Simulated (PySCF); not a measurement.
Predicted microwave data (PySCF 2.14.0, PBE0-D3(BJ)/def2-SVP geometry optimisation, gas phase) for one isomer of CH7B2N:

* Rotational constants: A = 34954, B = 3847, C = 3540 MHz
* Dipole components: |μa| = 1.06 D, |μb| = 1.34 D, |μc| = 0.01 D
* Inertial defect: -3.09 u·Å²
* κ: -0.98

Question: Which structure is it? (One computed conformer of each.)
A. `[BH2:1][CH2:2][BH:3][NH2:4]` with H–B1–C2–B3 -96° and 80°, B1–C2–B3–N4 94°
B. `BN(B)C`
C. `[BH2:1][NH:2][BH:3][CH3:4]` with B1–N2–B3–C4 -179°

Answer: C. It is BNBC, a near-prolate asymmetric top. The candidates at the same level (rigid rotor, commonest isotopes):

```csv
SMILES,A (MHz),B (MHz),C (MHz),μa (D),μb (D),μc (D),Δ (u·Å²),point group,rotor
BN(B)C,10061,9062,4915,1.57,0.02,0.02,-3.18,near Cs,asymmetric top
BCBN,16808,4659,4386,2.07,0.24,1.12,-23.32,C1,near-prolate asymmetric top
BNBC,34954,3847,3540,1.06,1.34,0.01,-3.09,–,near-prolate asymmetric top
```

`BN(B)C` has B 136 % too high; `BCBN` has A 52 % too low. No structure here is proved a minimum.
